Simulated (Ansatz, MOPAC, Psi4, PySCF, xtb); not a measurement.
Noncovalent pair: CH4O (SMILES CO) (first 6 atoms) with H4OSi (SMILES O[SiH3]); geometry from B3LYP-D3(BJ)/def2-TZVP, rigid monomers moved along the line of their centres of mass till O2···H9 is 2.50 Å.
(charge 0, multiplicity 1):
```xyz
12

C     -0.06290     0.09152     0.18394
O     -0.99763     0.34783     1.23622
H     -0.10074    -0.95066    -0.14281
H      0.92528     0.29589     0.59031
H     -0.23886     0.75136    -0.66895
H     -1.88982     0.16803     0.92249
O      0.18630    -1.17211     4.11046
Si     1.28083    -0.37794     5.03951
H     -0.23460    -0.68124     3.38080
H      2.37094     0.21896     4.22089
H      1.86326    -1.37199     5.96662
H      0.66788     0.72124     5.82945
```

```json
[
 {"level": "GFN-FF", "interaction energy (meV)": "-164.0", "cost": "-"},
 {"level": "AM1", "interaction energy (meV)": "-99.5", "cost": "-"},
 {"level": "PM3", "interaction energy (meV)": "-37.8", "cost": "-"},
 {"level": "PM6", "interaction energy (meV)": "-138.1", "cost": "-"},
 {"level": "PM7", "interaction energy (meV)": "-184.4", "cost": "-"},
 {"level": "GFN2-xTB", "interaction energy (meV)": "-161.9", "cost": "-"},
 {"level": "HF/STO-3G (no counterpoise)", "interaction energy (meV)": "-101.0", "cost": "-"},
 {"level": "HF/aug-cc-pV(D+d)Z", "interaction energy (meV)": "-164.1", "cost": "-"},
 {"level": "PBE/def2-TZVPPD", "interaction energy (meV)": "-178.5", "cost": "×1"},
 {"level": "PBE-D4/def2-TZVPPD", "interaction energy (meV)": "-205.9", "cost": "×1"},
 {"level": "r2SCAN/def2-TZVPPD", "interaction energy (meV)": "-183.8", "cost": "×1"},
 {"level": "r2SCAN-D3(BJ)/def2-TZVPPD", "interaction energy (meV)": "-197.9", "cost": "×1"},
 {"level": "B3LYP/6-31G* (no counterpoise)", "interaction energy (meV)": "-246.5", "cost": "-"},
 {"level": "PBE0/def2-TZVPPD", "interaction energy (meV)": "-176.2", "cost": "×1"},
 {"level": "PBE0-D3(BJ)/def2-TZVPPD", "interaction energy (meV)": "-202.2", "cost": "×1"},
 {"level": "PBE0-D4/def2-TZVPPD", "interaction energy (meV)": "-202.7", "cost": "×1"},
 {"level": "M06-2X/6-31G* (no counterpoise)", "interaction energy (meV)": "-248.2", "cost": "-"},
 {"level": "wB97X-V/def2-TZVPPD", "interaction energy (meV)": "-197.2", "cost": "×3"},
 {"level": "CCSD(T)/aug-cc-pV(D+d)Z", "interaction energy (meV)": "-190.8", "cost": "×10"},
 {"level": "SAPT0/jun-cc-pV(D+d)Z", "interaction energy (meV)": "-206.8", "cost": "-"}
]
```

The rows run from -248.2 (M06-2X/6-31G* (no counterpoise)) to -37.8 meV (PM3). The dispersion term adds -27.4 in PBE-D4, -14.1 in r2SCAN-D3(BJ), -26.0 in PBE0-D3(BJ). The 4 functionals in def2-TZVPPD without D3 or D4 span 21.0, from wB97X-V to PBE0.

Monomers are frozen at their geometry in the pair; levels with a basis set take the counterpoise correction. Rows marked so take none.

Cores are frozen in the correlated methods. Rows in 6-31G*, STO-3G carry no dispersion term and start afresh at each structure (6-31G* with six Cartesian d functions). The state that AM1, PM3, PM6, PM7 reach isn't checked; PM7 holds dispersion and hydrogen-bond terms.

Programs: Ansatz (Gaussian orbitals); MOPAC for AM1, PM3, PM6, PM7 (differences of heats of formation); Psi4 for SAPT; PySCF for 6-31G* rows, STO-3G rows, the dispersion terms; xtb for the GFN methods. 

Costs are rough ratios of core time to PBE/def2-TZVPPD (about 12 s over the structures, on one shared machine); a dash marks a level with no comparable run of its own.

Ansatz is a quantum-chemistry and plane-wave program.
